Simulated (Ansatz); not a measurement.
Si(H)(Br)(Me)2 (C2H7BrSi), SMILES [SiH](C)(C)Br.

Geometry: PBE0-D3(BJ)/def2-SVP.

Two levels are set side by side: PBE/def2-SVPD (Ansatz, a first-principles code) and PBE0/def2-SVPD (Ansatz). Energy differences of separate SCF runs at the same geometry; the states with an electron removed or added have multiplicity 2 and 2. Differences are taken from unrounded values.

```csv
quantity,PBE0
vertical ionisation energy (eV),10.20
vertical singlet–triplet gap (eV),6.65
```

What does PBE give, and how far is it from PBE0? (The exact figures need the calculation; the answer reports its results.)


| quantity | PBE | PBE minus PBE0 |
|---|---|---|
| vertical ionisation energy (eV) | 9.85 | -0.35 |
| vertical singlet–triplet gap (eV) | 6.24 | -0.41 |
